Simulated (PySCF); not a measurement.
## How methods differ on the ionisation energy of Zr⁺

Zr⁺ [Kr] 4d2 5s1 (4F) → Zr²⁺ [Kr] 4d2 (3F), as a difference of total energies. All numbers are calculated (PySCF 2.14, scalar relativity by spin-free X2C-1e, in x2c-SVPall). Correlated levels: valence: [Kr] frozen. The calculations carry no spin-orbit coupling.

| method | ionisation energy (eV) |
| --- | --- |
| UHF | 12.275 |
| MN15 | 12.734 |
| PBE0 | 13.104 |
| MP2 (valence) | 12.429 |
| SCS-MP2 (valence) | 12.326 |

Question: How much does correlation contribute at MP2 (valence)?

Answer: 12.429 − (12.275) = 0.154 eV, measured against UHF.

The reference lies between the lowest fine-structure levels, while these numbers refer to the centres of the terms.

Errors of the correlated levels include the incompleteness of this basis and the frozen core.

For comparison: 13.13 eV (measured; NIST Atomic Spectra Database, ionization energies).
